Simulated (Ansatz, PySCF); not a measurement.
Process, species as SMILES: O[Si](O)O → O[Si-](O)O (an electron is taken up)
Geometries: B3LYP-D3(BJ)/def2-TZVP minima from Ansatz (a first-principles code), one conformer each, not searched for the lowest. Frequencies are from Ansatz or PySCF.

Property: adiabatic electron affinity (0 K, with B3LYP-D3(BJ) harmonic zero-point energies), positive where the reaction releases energy, in eV. Cores are frozen in the correlated levels unless marked. UHF or UKS for open shells. No spin-orbit coupling. Non-relativistic unless marked X2C. Anions need diffuse functions: aug- sets have them; def2-D sets add few; the other sets have none. CBS marks a two-point X^-3 extrapolation of the correlation energy; Hartree-Fock from the larger set. [CCSD(T)-MP2]/basis is that difference in the basis named.

| level | program | adiabatic electron affinity (eV) |
|---|---|---|
| r2SCAN-D3(BJ)/def2-TZVPD | Ansatz + dftd3 | 1.04 |
| r2SCAN-D4/def2-TZVPD | Ansatz + dftd4 | 1.05 |
| PBE0-D3(BJ)/def2-TZVP | Ansatz + dftd3 | 0.98 |
| CAM-B3LYP-D4/def2-TZVPD | Ansatz + dftd4 | 1.32 |
| CCSD/STO-3G | Ansatz | -3.44 |
| CCSD/cc-pV(T+d)Z | Ansatz | (withheld) |
| CCSD/cc-pVTZ | Ansatz | (withheld) |
| X2C-CCSD(T)/cc-pVTZ-DK | Ansatz | 1.05 |
| RI-MP2/CBS(aug-cc-pV(T+d)Z,aug-cc-pV(Q+d)Z)+[CCSD(T)-MP2]/aug-cc-pV(T+d)Z | Ansatz | (withheld) |

Problem. Fill in the missing entries.

Solution. 
- CCSD/cc-pV(T+d)Z, adiabatic electron affinity (eV): 0.88
- CCSD/cc-pVTZ, adiabatic electron affinity (eV): 0.96
- RI-MP2/CBS(aug-cc-pV(T+d)Z,aug-cc-pV(Q+d)Z)+[CCSD(T)-MP2]/aug-cc-pV(T+d)Z, adiabatic electron affinity (eV): 1.36
